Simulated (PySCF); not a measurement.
A geometry optimisation on `Br` (HBr).

Method: PBE0-D3(BJ)/def2-TZVP geometry optimisation, gas phase (PySCF 2.14.0). Start geometry: GFN2-xTB. A driver script takes a list of jobs; this job's settings line and coordinates (Å) are shown.

Command:
```bash
OMP_NUM_THREADS=1 python probes_run.py task.json out
```

Input:
```
{"job": {"xc": "PBE0", "basis": "def2-TZVP", "d3": "d3bj", "grid": 2, "shake": 0.01, "kind": "geom"}, "charge": 0, "multiplicity": 1}
Br     0.722500    -0.028300     0.001160
H     -0.705010    -0.000520    -0.013280
```

**Question.** What does the run print?

**Answer.** 
```
step   0  E = -2574.45839709  max force = 0.003634
step   1  E = -2574.45482221  max force = 0.046576
step   2  E = -2574.45773255  max force = 0.018886
step   3  E = -2574.45840057  max force = 0.003184
step   4  E = -2574.45842213  max force = 0.000275
step   5  E = -2574.45842230  max force = 0.000006
optimisation converged
```

Energies in Eh; «max force» is the largest Cartesian gradient component in Eh/bohr.

**Question.** At which steps does the energy rise by more than 1e-5 Eh?

**Answer.** At step 1 (+3.57 mEh).

**Question.** Give the first gradient maximum in eV/Å.

**Answer.** With 1 Eh/bohr = 51.422 eV/Å, 0.187 eV/Å.

Summary of the converged run: final energy -2574.45842 Eh after 5 steps; dipole 0.95 D.

On an Intel Xeon at 2.30 GHz with one thread, no GPU, shared host with 24 logical CPUs at a one-minute load of 14, this took 4.4 s of wall time and 0.29 GiB of memory at its peak.
Labels such as C1 count atoms from 1, the log's own numbers from 0.
